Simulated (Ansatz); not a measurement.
Mulliken charges of C2H5NSi (`[SiH3]C1=CN1`) from B3LYP/def2-TZVPP in Ansatz (PBE0-D4/def2-TZVP geometry).

```
atom   x (Å)   y (Å)   z (Å)  charge (e)
 Si1   0.432   1.052  -0.959       0.331
  C2  -0.171  -0.163   0.267      -0.087
  C3  -0.755  -0.653   1.295      -0.060
  N4  -0.400  -1.702   0.350      -0.364
  H5   1.888   0.848  -1.172      -0.060
  H6   0.183   2.420  -0.442      -0.061
  H7  -0.278   0.847  -2.247      -0.051
  H8  -1.286  -0.567   2.228       0.205
  H9   0.477  -2.128   0.664       0.147
```

By hand: the dipole of these point charges (1 e Å = 4.8032 D).

Σ q r = (0.045, 0.350, 0.220) e Å, of length 0.416 e Å = 2.00 D.

How does the dipole of the full density compare? (An estimate is asked.)

Ansatz gave: (0.143, 0.210, 0.278) e Å, 1.81 D; the point charges give 1.10 times that, at 26° from its direction.

Point charges leave out the atoms' own dipoles, such as those of lone pairs, and Mulliken's split depends on the basis, so the two needn't agree.

B3LYP here is the variant with VWN-RPA as its local correlation; programs differ in this.
